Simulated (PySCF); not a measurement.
Compound: 4-ethoxyphenylboronic acid, C8H11BO3.
Bonds: C1–C2, C2–O3, O3–C4, C4–C5 (aromatic), C5–C6 (aromatic), C6–C7 (aromatic), C7–B8, B8–O9, B8–O10, C7–C11 (aromatic), C11–C12 (aromatic), C4–C12 (aromatic). Hydrogens: H13, H14, H15 on C1; H16, H17 on C2; H18 on C5; H19 on C6; H20 on O9; H21 on O10; H22 on C11; H23 on C12.

Method: PySCF, PBE0-D3(BJ)/def2-SVP geometry optimisation, gas phase.

Give the optimised bond lengths and angles.

```csv
bond,length (pm)
C1–C2,150.9
C2–O3,140.9
O3–C4,134.5
"C4–C5, C4–C12",140.2
C5–C6,138.5
"C6–C7, C7–C11",140.4
C7–B8,156.5
"B8–O9, B8–O10",136.4
C11–C12,139.4
"C1–H13, C1–H14, C1–H15",110.0
"C2–H16, C2–H17",110.6
"C5–H18, C12–H23",109.1
"C6–H19, C11–H22",109.5
"O9–H20, O10–H21",96.2
```

Bonds in one row agree within 1 pm and their mean is given. A selection of angles:
```csv
angle,degrees
C2–C1–H13,110.4
C2–C1–H14,110.6
H13–C1–H14,108.5
H13–C1–H15,108.5
C1–C2–O3,108.0
C1–C2–H16,110.8
O3–C2–H16,110.0
H16–C2–H17,107.3
C2–O3–C4,119.5
O3–C4–C5,116.3
O3–C4–C12,124.3
C5–C4–C12,119.3
C4–C5–C6,120.2
C4–C5–H18,118.1
C6–C5–H18,121.7
C5–C6–C7,121.8
C5–C6–H19,119.5
C7–C6–H19,118.7
C6–C7–B8,120.3
C6–C7–C11,116.9
B8–C7–C11,122.8
C7–B8–O9,118.5
C7–B8–O10,123.8
O9–B8–O10,117.7
B8–O9–H20,111.2
B8–O10–H21,113.4
C7–C11–C12,122.5
C12–C11–H22,117.1
C11–C12–H23,119.6
C4–C12–H23,121.0
```

Dihedral angles: C1–C2–O3–C4 179° (antiperiplanar); C2–O3–C4–C5 -179° (antiperiplanar); C6–C7–B8–O9 -3° (synperiplanar); H20–O9–B8–C7 180° (antiperiplanar); H21–O10–B8–C7 0° (synperiplanar). The mirror-image conformer, all signs reversed, is as good.

Of the pairs four or more bonds apart, H21···H22 is among the closest relative to their van der Waals radii: 2.08 Å, 87 % of the sum of Bondi's values. The 2 C–O bonds span 1.345 Å (O3–C4, drawn single) to 1.409 Å (C2–O3, drawn single), a spread of 0.064 Å. The C–C distances run from 1.385 Å (C5–C6, aromatic) to 1.509 Å (C1–C2, drawn single), a spread of 0.124 Å. The 6-membered ring C4–C5–C6–C7–C11–C12 has internal angles of 116.9° to 122.5° (sum 720°, against 720° for a flat polygon); it is planar, 0.00 Å rms from its mean plane, widest ring torsion 0°. B8 (three-coordinate boron) is planar (angles 123.8°, 118.5° and 117.7°, sum 360.0°, 0.00 Å off the plane of its three neighbours).

Point group: near Cs, missed by 0.20 Å at most; the miss may be what the optimiser left on a soft mode. Not checked by PBE0-D3(BJ)/def2-SVP frequencies. One conformer, not necessarily the lowest (C1–C2–O3–C4 179°, C2–O3–C4–C5 -179°, C7–B8–O9–H 180°, C7–B8–O10–H 0°).
